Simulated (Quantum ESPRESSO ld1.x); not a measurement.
Q: These are the eigenvalues of the occupied orbitals of an atom or ion with whole-number occupations (hartree). Method: scalar-relativistic Kohn-Sham, PBE, spin-unpolarised, spherical densities, point nucleus; computed with ld1.x of Quantum ESPRESSO 7.5.

orbital  eigenvalue
1s         -2039.62
2s         -341.156
2p         -302.206
3s         -76.1951
3p         -64.2950
3d         -49.2074
4s         -15.0499
4p         -11.1347
4d         -5.84878
5s         -1.85127
5p         -0.95056
6s         -0.13921
4f         -0.11547

Which element is it, and in what charge state? The configuration may be excited.

A: Z = 67, holmium, charge 0: Ho in [Xe] 4f11 6s2. The list shows which subshells hold electrons but not how many an open one holds; the 1s level, -2039.6 hartree, gives Z - s = 63.9 by -(Z - s)^2/2, which with screening and relativity narrows Z to a few neighbours, and the depths of the outer levels then fix element, charge and occupations together.
